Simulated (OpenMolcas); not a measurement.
What dynamic correlation does to the levels of Zr⁺

```json
{
  "Program": "OpenMolcas",
  "Basis": "ANO-RCC-VTZP [7s6p4d2f1g]",
  "Scalar Hamiltonian": "DKH2, point nucleus",
  "Active space": "3 electrons in 9 orbitals (RAS2 4d 5s; RAS3 5p, at most 2 electrons)",
  "State averaging": "2S+1 = 4 even, 20 roots; 2S+1 = 2 even, 70 roots kept (CI in the orbitals of an earlier block); 2S+1 = 4 odd, 45 roots; 2S+1 = 2 odd, 87 roots kept (CI in the orbitals of an earlier block, 80 in the spin-orbit step)",
  "Spin-orbit coupling": "state interaction with AMFI integrals over the reference wave functions, term energies averaged over their components"
}
```

Methods on the same reference wave functions:
A. RASSCF
B. SS-RASPT2, IPEA 0.25 Eh, imaginary shift 0.1 Eh (closed shells correlated: 4s 4p)
C. MS-RASPT2, IPEA 0.25 Eh, imaginary shift 0.1 Eh (closed shells correlated: 4s 4p)

Energies in cm⁻¹ above 4d² 5s ⁴F_3/2, the measured ground level; measured values from NIST Handbook of Basic Atomic Spectroscopic Data.

| Level | A | B | C | Measured |
| --- | --- | --- | --- | --- |
| 4d² 5s ⁴F_3/2 | 0.0 | 0.0 | 0.0 | 0.0 |
| 4d² 5s ⁴F_5/2 | 302 | 307 | 306 | 315 |
| 4d² 5s ⁴F_7/2 | 725 | 738 | 735 | 763 |
| 4d² 5s ⁴F_9/2 | 1255 | 1269 | 1266 | 1323 |
| 4d³ ⁴F_3/2 | 3162 | 2820 | 2790 | 2572 |
| 4d³ ⁴F_5/2 | 3493 | 3190 | 3180 | 2895 |
| 4d³ ⁴F_7/2 | 3922 | 3640 | 3640 | 3300 |
| 4d³ ⁴F_9/2 | 4423 | 4130 | 4130 | 3758 |
| 4d² 5s ²D_3/2 | 5752 | 3940 | 3750 | 4248 |
| 4d² 5s ²D_5/2 | 5980 | 4160 | 4050 | 4505 |
| 4d² 5s ²F_5/2 | 7251 | 5830 | 5820 | 5753 |
| 4d³ ²P_1/2 | 7608 | 5610 | 5600 |  |
| 4d² 5s ²F_7/2 | 7912 | 6520 | 6510 | 6468 |
| 4d³ ²P_3/2 | 7989 | 5990 | 5970 |  |
| 4d² 5s ⁴P_1/2 | 8954 | 7800 | 7790 |  |
| 4d² 5s ⁴P_3/2 | 9169 | 8010 | 8000 |  |
| 4d² 5s ⁴P_5/2 | 9488 | 8320 | 8310 |  |
| 4d³ ²G_7/2 | 10409 | 8220 | 8220 |  |
| 4d³ ²G_9/2 | 10706 | 8520 | 8500 |  |
| 4d³ ⁴P_1/2 | 12184 | 10050 | 10050 |  |
| 4d³ ⁴P_3/2 | 12381 | 10250 | 10240 |  |
| 4d³ ⁴P_5/2 | 12611 | 10470 | 10470 |  |
| 4d³ ²H_9/2 | 16147 | 13030 | 13010 |  |
| 4d 5s² ²D_3/2 [55 %] | 16373 | 14270 | 13640 |  |

Deviations, from unrounded energies. A percentage is the sum of absolute deviations over the sum of measured energies, with the sign that they share, or ± where signs differ.

```
                        Against measurement  Levels      A      B     C
             mean absolute deviation (cm-1)      11    770    190   210
      fine structure of the ground term (%)       3   -5.0   -3.6  -3.9
other terms of the ground configuration (%)       4  +28.2   ±3.7  ±5.1
                   other configurations (%)       4  +19.8  +10.0  +9.6
```

B lies closest to measurement on these levels and A furthest from it. The largest miss of B in the table is 4d³ ⁴F_9/2, by +370 cm-1. The ranking rests on the paired levels alone, and a cruder setting can come out closer through cancelling errors.

Between B and C the level of the table that moves most is 4d 5s² ²D_3/2 [55 %], by 630 cm-1 (lowest in C, highest in B). Moves below CASPT2's spread within the term are not significant.

The mean deviations of B to C differ by less than CASPT2's widest spread within a term (880 cm-1), so their order carries little weight.

From A to B the spin-free energies of the other terms of 4d² 5s shown, above ⁴F, scale by factors of 0.64 to 0.86.

The lowest spin-free term lies below A's lowest term by 0.287 hartree in B, 0.287 hartree in C.

CASPT2 does not keep the components of a term degenerate, so their means are used; among the terms shown or strongly mixed into the levels shown the widest spread is 880 cm-1 (4d² 5s ²F, C). Some high roots are left out of the spin-orbit mixing, which shifts the levels that they would mix with. Terms from blocks run as CI alone lack orbitals of their own. Configurations are named by rounded mean occupations; where the s occupation lies near a half they are strongly mixed, a name can repeat and a true partner stay unpaired. A single d shell beside an s shell can misplace configurations of different d count against each other. The CASPT2 spread within a term exceeds the gap to the next term for 4d³ ⁴F and 4d² 5s ²D, 4d³ ²P and 4d² 5s ²F, so the order of their levels is uncertain, and so are names and mixing where such terms share a J (figures for B; the like holds for C). Without dynamic correlation excited terms often stand tens of per cent too high (terms of higher spin than the ground term too low), and those without a measured partner can miss by more than the paired ones (holds for A). Some levels mix across a computed gap that differs much from the measured one, so their mixing is not that of the real levels (holds for B; C). Blocks of more than 70 roots (2S+1 = 2 odd) ran without multistate coupling (holds for C). Computed and measured levels are paired by configuration, term and J; levels that our copy of the source lacks, or whose pairing is in doubt (as where it misses far off the trend of its configuration), stay unpaired and out of the deviations. Levels of configurations outside the active space are missing. The table leaves out levels that lie high or whose names do not pair safely across all columns.

A share in square brackets marks a mixed level and gives the weight of the term that names it, the lowest over the columns.
